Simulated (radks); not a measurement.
In2+, 47 electrons, occupied as [Kr] 4d10 6p1 (not the ground configuration).

Calculated with a radial shooting solver on a logarithmic mesh with Libxc functionals: scalar-relativistic Kohn-Sham, BLYP, spin-unpolarised, spherical densities, point nucleus.

Energy parts (eV):
part                       energy
total                 -160021.364
kinetic                166801.258
electron-nucleus      -385790.663
Hartree                 63307.555
exchange-correlation    -4339.514

Orbitals (lengths in bohr, moments of r in powers of bohr; r(90%) holds 90 % of the orbital's charge):
| orbital | occ. | eigenvalue (eV) | <r^4> | r(90%) | <1/r> |
|---|---|---|---|---|---|
| 1s | 2 | -27783.26 | 3.716e-06 | 0.0534 | 51.86 |
| 2s | 2 | -4180.411 | 0.0006512 | 0.199 | 11.82 |
| 2p | 6 | -3754.942 | 0.0004677 | 0.183 | 11.38 |
| 3s | 2 | -812.5095 | 0.02954 | 0.513 | 4.181 |
| 3p | 6 | -673.2087 | 0.03136 | 0.522 | 3.982 |
| 3d | 10 | -456.8384 | 0.02901 | 0.512 | 3.753 |
| 4s | 2 | -143.6320 | 0.9886 | 1.23 | 1.635 |
| 4p | 6 | -102.0832 | 1.464 | 1.36 | 1.479 |
| 4d | 10 | -42.2915 | 4.557 | 1.80 | 1.155 |
| 6p | 1 | -8.7922 | 1843 | 8.02 | 0.2214 |

The highest occupied level is 6p at -8.792 eV. Summed over all electrons, <r^2> = 62.65 bohr^2, which gives a Langevin (diamagnetic) susceptibility term of -49.6 x 10^-6 cm^3/mol.
